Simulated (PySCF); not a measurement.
Computed properties of C₂H₉BN₂O, SMILES CCNB(N)O

C2H9BN2O, SMILES C(NB(O)N)C. The structure is a stationary point at PBE0-D3(BJ)/def2-SVP. The structure was generated by enumeration, and PubChem lists no compound with its InChIKey, so it may never have been made. One conformer was computed; it need not be the lowest. All values are computed for the isolated molecule unless a solvent is named; none is compared with measurement here.

**Structure.** All 39 harmonic modes at PBE0-D3(BJ)/def2-SVP (PySCF) are real, so it is a minimum. With heavy atoms numbered as in [CH3:1][CH2:2][NH:3][B:4]([NH2:5])[OH:6], the shortest bond between them is B4–O6 at 1.382 Å and the longest C1–C2 at 1.524 Å.

**Vibrations.** The strongest infrared lines (harmonic, unscaled, degenerate partners summed) lie at 1536 cm⁻¹ (391 km/mol, N 33 %, B 32 %, H 31 %), 1598 cm⁻¹ (255 km/mol, H 60 %, N 21 %, B 18 %), 1345 cm⁻¹ (188 km/mol, H 62 %, B 23 %). The softest mode is at 61 cm⁻¹ and the zero-point energy is 81.2 kcal/mol.

**Electronic structure.** CAM-B3LYP/def2-TZVP (PySCF) places the frontier levels at -7.97 and 1.48 eV, a gap of 9.45 eV, and gives a dipole moment of 1.70 D and a mean polarisability of 57.5 bohr³. PBE/def2-TZVP (PySCF) at the same geometry gives -5.16 and -0.07 eV, so its gap is 4.36 eV narrower. An orbital gap is neither the optical nor the fundamental gap.

**Excitations.** TDA-M06-2X/def2-SVPD (PySCF) has S1 at 5.89 eV (211 nm, f = 0.004, weak); the most intense of the 10 singlets computed lies at 7.76 eV (f = 0.05). T1 (TDA) is at 5.82 eV, 0.07 eV under S1. TDA-PBE/def2-SVPD (PySCF) puts S1 at 4.80 eV. No vertical singlet excitation falls in the visible range (under 3.1 eV).

**NMR.** GIAO shifts at B3LYP/pcSseg-1 (PySCF) (non-relativistic, atoms alike by connectivity averaged): ¹³C from 23.7 to 42.3 ppm against TMS; ¹H from 1.3 to 3.0 ppm against TMS; ¹¹B at 10.6 ppm against BF3.
